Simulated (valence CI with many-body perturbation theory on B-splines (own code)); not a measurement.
# Energy levels of W⁶⁰⁺

Method: valence CI with perturbative core correlation (CI+MBPT): four valence electrons over a frozen Dirac-Fock core [Ne], a basis of 11 s, 11 p, 9 d, 7 f, 5 g, 2 h, 1 i functions for each j, with the one-electron correlation potential Σ1, the two-electron term Σ2, the three-electron term Σ3, Breit, model QED; selected CI, second order for the rest (own B-spline code, finite nucleus).

No measured spectrum was set against this ion. As an estimate, large intervals hold to a few tenths of a per cent, small ones and those within an open d or f shell to about a per cent.

Levels 46 to 65 of 65, with energies above the lowest level, (3s^2 3p1/2^2) J=0. "Leading %" is the weight of the configuration and term that name the level; weights of strongly mixed levels are sums over their largest components and can fall short. In the jj column 3d3/2^4 stands for four electrons in 3d with j = 3/2. Lifetimes count E1, E2, E3, M1 and M2 decay at the calculated energies, and are blank where another channel may lead or the interval is too uncertain; long ones can be off by a factor of two.

```csv
No.,Configuration,Term,J,E (eV),Leading %,g,Second component,Lifetime,Leading jj
46,3s.3p2.3d,3P,0,1152.4,56,,17 % 3s2.3d2 3P,267 fs,3s 3p1/2 3p3/2 3d3/2 (58 %)
47,3s.3p2.3d,3P,2,1169.0,34,1.338,17 % 3s.3p2.3d 5D,1.76 ps,3s 3p1/2 3p3/2 3d5/2 (95 %)
48,3s.3p2.3d,3G,5,1170.5,59,1.268,41 % 3s.3p2.3d 5F,47.1 ps,3s 3p1/2 3p3/2 3d5/2 (99 %)
49,3s.3p2.3d,3F,3,1178.8,44,1.267,21 % 3s.3p2.3d 5P,2.15 ps,3s 3p1/2 3p3/2 3d5/2 (95 %)
50,3s.3p2.3d,3D,3,1189.3,62,1.295,9 % 3s.3p2.3d 5D,1.59 ps,3s 3p1/2 3p3/2 3d5/2 (96 %)
51,3s.3p2.3d,3P,1,1189.8,40,1.166,26 % 3s.3p2.3d 3D,1.51 ps,3s 3p1/2 3p3/2 3d5/2 (90 %)
52,3s2.3d2,3F,2,1191.5,21,1.008,15 % 3s2.3d2 1D,372 fs,3s 3p1/2 3p3/2 3d5/2 (55 %)
53,3s.3p2.3d,3F,4,1192.5,40,1.168,36 % 3s.3p2.3d 1G,3.06 ps,3s 3p1/2 3p3/2 3d5/2 (92 %)
54,3s2.3d2,3F,2,1201.2,32,0.941,25 % 3s.3p2.3d 1D,206 fs,3s^2 3d3/2^2 (36 %)
55,3s.3p2.3d,3D,3,1204.2,37,1.193,23 % 3s.3p2.3d 3F,535 fs,3s 3p1/2 3p3/2 3d5/2 (91 %)
56,3s.3p2.3d,3F,4,1207.1,47,1.143,32 % 3s.3p2.3d 3G,777 fs,3s 3p1/2 3p3/2 3d5/2 (90 %)
57,3s.3p2.3d,3D,1,1209.7,40,0.912,25 % 3s.3p2.3d 1P,1.13 ps,3s 3p1/2 3p3/2 3d5/2 (92 %)
58,3s2.3d2,3P,0,1220.0,35,,30 % 3s.3p2.3d 3P,199 fs,3s^2 3d3/2^2 (59 %)
59,3s.3p2.3d,3P,1,1221.9,30,1.346,28 % 3s.3p2.3d 3S,1.07 ps,3s 3p1/2 3p3/2 3d5/2 (91 %)
60,3s.3p2.3d,1F,3,1223.3,38,1.082,31 % 3s.3p2.3d 3F,536 fs,3s 3p1/2 3p3/2 3d5/2 (87 %)
61,3s.3p2.3d,3D,2,1224.4,20,1.169,17 % 3s.3p2.3d 3P,787 fs,3s 3p1/2 3p3/2 3d5/2 (81 %)
62,3s.3p2.3d,1S,0,1227.4,40,,23 % 3s.3p2.3d 3P,268 fs,3s 3p1/2 3p3/2 3d5/2 (58 %)
63,3s.3p2.3d,3D,2,1232.1,32,1.171,28 % 3s.3p2.3d 3P,323 fs,3s 3p1/2 3p3/2 3d5/2 (94 %)
64,3s.3p3,3P°,2,1247.9,50,1.438,17 % 3s.3p3 5S°,465 fs,3s 3p3/2^3 (97 %)
65,3s2.3d2,3F,3,1267.6,79,1.080,6 % 3s.3p2.3d 3F,251 fs,3s^2 3d3/2 3d5/2 (79 %)
```
